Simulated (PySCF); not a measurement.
# Exact mass, isotope pattern and composition

Species: `CCc1ccc([S-])s1`.

Calculated from tabulated atomic weights, isotope masses and abundances; no fragmentation.

Task: Molar mass and exact mass?

Result: For [C6H7S2]-, with standard atomic weights, 6 × 12.011 + 2 × 32.060 + 7 × 1.008 = 143.242 g/mol. From the most abundant isotopes (12C, 32S, 1H), 6 × 12.000000 + 2 × 31.972071 + 7 × 1.007825 = 142.9989 u for neutral atoms; the ion's mass is 142.9995 u once 1 electron mass (0.000549 u) is added.

Task: Give the isotope pattern of the ion itself, merging species of the same nominal mass.

Result: 
```json
{"nominal mass": "143", "m/z (centroid)": "142.9995", "relative intensity": "100.0"}
{"nominal mass": "144", "m/z (centroid)": "144.0021", "relative intensity": "8.2"}
{"nominal mass": "145", "m/z (centroid)": "144.9956", "relative intensity": "9.3"}
{"nominal mass": "146", "m/z (centroid)": "145.9983", "relative intensity": "0.7"}
{"nominal mass": "147", "m/z (centroid)": "146.9924", "relative intensity": "0.3"}
```

Cut off at 0.1 %.

Task: What share of all these ions is the monoisotopic species?

Result: 0.9893^6 × 0.9493^2 × 0.999885^7 = 84.42 %.

Task: Count the protons, neutrons and electrons of the monoisotopic species, and give its exact less its nominal mass.

Result: 75 protons, 68 neutrons and 76 electrons; 142.9989 − 143 = -0.0011 u, electron masses as for neutral atoms.

Task: Which singly substituted isotopologues are there?

Result: Intensity in % of the monoisotopic species:

| isotope | mass shift (u) | m/z | intensity (%) |
| --- | --- | --- | --- |
| 33S | +0.99939 | 143.9989 | 1.60 |
| 13C | +1.00335 | 144.0028 | 6.49 |
| 2H | +1.00628 | 144.0057 | 0.08 |
| 34S | +1.99580 | 144.9953 | 9.04 |
| 36S | +3.99501 | 146.9945 | 0.04 |

Species under 0.02 % are left out.

Task: What is the composition by mass?

Result: C 50.31 %, S 44.76 %, H 4.93 %.
